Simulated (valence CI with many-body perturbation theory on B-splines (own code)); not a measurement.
# In10+: E2, M1 decay

Computed by valence CI with perturbative core correlation (CI+MBPT): three valence electrons over a frozen Dirac-Fock core [Kr], a basis of 7 s, 7 p, 8 d, 6 f, 4 g, 1 h functions for each j, with the one-electron correlation potential Σ1 (screened to all orders), the two-electron term Σ2, the three-electron term Σ3, Breit, model QED; selected single and double excitations, second order for the rest, scaled by the run's own slope (own B-spline code, finite nucleus).

No measured levels were compared; by estimate terms of the open shell hold to 2 to 4 % of their energy, and close levels can change places. Excitations out of the core, of the other parity, are not computed and may begin above about 49.4 eV (a cautious bound); beyond it only levels of the ground parity were kept, without lifetimes.

Lines 1 to 50 of 120 in falling wavelength, among levels below 49.415 eV, chosen from the decays that carry over 1 % of a level's rate. Wavelengths and rates use the calculated energies, so an error of 2000 cm⁻¹ moves a line at 8703 Å by 17 % and its rate by three times that or more. Electric multipoles are in the length gauge, E1 and E2 with the static RPA response of the core. Weak lines are less certain than strong ones. Lines between different terms over intervals too small for the method are left out, as are lines whose strength nearly cancels. Intervals below about 2000 cm⁻¹, as at the head of this list, are uncertain by tens of per cent.

Names give the largest LS component (configuration and term), which can be under half, so a name can repeat, a term be missing and a line seem to break the LS rules; names also repeat where a configuration has a term twice. Letters in brackets count levels of one name in rising energy.

```tsv
λ vac (Å)	Upper	Lower	Type	A (s⁻¹)	Branch %
67500	4d3 4P_1/2	4d3 4P_3/2	M1	1.07e-01	8.1
22780	4d3 4F_9/2	4d3 4F_7/2	M1	2.07e+00	100.0
21200	4d3 4F_5/2	4d3 4F_3/2	M1	4.30e+00	100.0
20630	4d3 4F_7/2	4d3 4F_5/2	M1	4.63e+00	100.0
12540	4d3 2D_5/2 [a]	4d3 2D_3/2 [a]	M1	4.05e+00	7.5
12240	4d3 4P_5/2	4d3 4P_3/2	M1	6.09e+00	76.8
10020	4d3 2H_11/2	4d3 2H_9/2	M1	6.43e+00	70.9
9105	4d3 2P_3/2	4d3 2P_1/2	M1	8.91e+00	11.6
8703	4d3 2D_3/2 [a]	4d3 4P_1/2	M1	5.63e+00	7.1
8046	4d3 2G_9/2	4d3 2H_9/2	M1	1.66e+01	36.1
7827	4d3 2D_5/2 [a]	4d3 4P_5/2	M1	2.45e+00	4.6
7709	4d3 2D_3/2 [a]	4d3 4P_3/2	M1	2.15e+01	27.3
7588	4d3 2P_3/2	4d3 2D_3/2 [a]	M1	2.08e+01	27.1
7459	4d3 2G_9/2	4d3 2G_7/2	M1	1.62e+01	35.3
7307	4d3 2P_1/2	4d3 4P_1/2	M1	2.87e+01	95.2
7101	4d3 2H_9/2	4d3 4F_9/2	M1	1.42e+01	57.3
6234	4d3 4P_3/2	4d3 4F_5/2	M1	2.97e+00	26.4
5716	4d3 2G_7/2	4d3 4F_7/2	M1	1.07e+01	34.7
5707	4d3 4P_1/2	4d3 4F_5/2	E2	2.16e-02	1.6
5561	4d3 2P_3/2	4d3 4P_5/2	M1	1.77e+01	23.0
5413	4d3 2H_9/2	4d3 4F_7/2	M1	1.06e+01	42.7
5165	4d3 4P_5/2	4d3 4F_7/2	M1	9.20e-01	11.6
4818	4d3 4P_3/2	4d3 4F_3/2	M1	8.27e+00	73.3
4774	4d3 2D_5/2 [a]	4d3 4P_3/2	M1	2.17e+00	4.0
4497	4d3 4P_1/2	4d3 4F_3/2	M1	1.08e+00	80.6
4497	4d3 4P_1/2	4d3 4F_3/2	E2	1.29e-01	9.7
4476	4d3 2G_7/2	4d3 4F_5/2	M1	1.99e+01	64.8
4156	4d3 2H_11/2	4d3 4F_9/2	M1	2.64e+00	29.0
4131	4d3 4P_5/2	4d3 4F_5/2	M1	8.50e-01	10.7
4069	4d3 2F_5/2	4d3 4P_5/2	M1	3.42e+00	15.5
3999	4d3 2F_7/2	4d3 2H_9/2	M1	9.22e-01	3.2
3849	4d3 2F_7/2	4d3 2G_7/2	M1	9.89e+00	34.7
3824	4d3 2P_3/2	4d3 4P_3/2	M1	1.08e+00	1.4
3782	4d3 2F_5/2	4d3 2G_7/2	M1	5.95e+00	26.9
3772	4d3 2G_9/2	4d3 4F_9/2	M1	6.16e+00	13.4
3523	4d3 2D_5/2 [b]	4d3 2F_5/2	M1	3.25e+01	16.9
3502	4d3 2D_3/2 [b]	4d3 2F_5/2	M1	2.07e+01	16.0
3467	4d3 2D_5/2 [b]	4d3 2F_7/2	M1	1.90e+01	9.9
3447	4d3 2D_3/2 [a]	4d3 4F_5/2	M1	3.21e+01	40.7
3236	4d3 2G_9/2	4d3 4F_7/2	M1	6.84e+00	14.9
3112	4d3 2D_5/2 [a]	4d3 4F_7/2	M1	3.74e+01	69.4
3054	4d3 2F_5/2	4d3 4P_3/2	M1	1.63e+00	7.4
2965	4d3 2D_3/2 [a]	4d3 4F_3/2	M1	1.90e+01	24.1
2859	4d3 2D_5/2 [b]	4d3 2P_3/2	M1	4.81e+00	2.5
2845	4d3 2D_3/2 [b]	4d3 2P_3/2	M1	1.65e+00	1.3
2784	4d3 2P_1/2	4d3 4F_3/2	M1	1.08e+00	3.6
2704	4d3 2D_5/2 [a]	4d3 4F_5/2	M1	6.47e+00	12.0
2558	4d3 2F_7/2	4d3 4F_9/2	M1	1.25e+01	44.0
2488	4d3 2D_5/2 [b]	4d3 2D_5/2 [a]	M1	2.64e+00	1.4
2478	4d3 2D_3/2 [b]	4d3 2D_5/2 [a]	M1	3.22e+01	24.9
```
